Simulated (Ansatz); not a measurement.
```xyz
13

C     1.545    0.778   -0.652
Si    0.497   -0.035    0.660
O     0.383    0.865    2.044
Ge   -1.742   -0.338   -0.116
O    -1.670   -1.369   -1.589
H     1.520    0.180   -1.567
H     2.587    0.867   -0.335
H     1.171    1.777   -0.889
H     1.085   -1.378    0.961
H     1.179    0.998    2.562
H    -2.669   -1.014    0.920
H    -2.403    0.955   -0.622
H    -1.484   -2.286   -1.376
```

Total charge 0; spin multiplicity 1.

Problem. List the B3LYP/def2-TZVPP orbital energies in eV (Ansatz 0.2.0). (Estimate.)

Solution. Ansatz gave: Occupied: -10850.19, -1799.37, -1354.54, -1205.45, -1205.44, -1205.44, -520.68, -520.10, -276.50, -169.11, -143.82, -119.39, -119.34, -119.32, -99.17, -99.14, -99.11, -33.06, -32.93, -32.89, -32.85, -32.84, -27.53, -26.45, -19.28, -15.73, -14.75, -12.66, -12.22, -11.42, -11.32, -10.18, -10.05, -9.75, -9.19, -8.60, -8.38, -7.17. Lowest empty: -0.70, 0.35, 0.67, 0.88, 1.51, 1.72, 2.03, 2.44.

B3LYP here is the variant with VWN-RPA as its local correlation; programs differ in this.
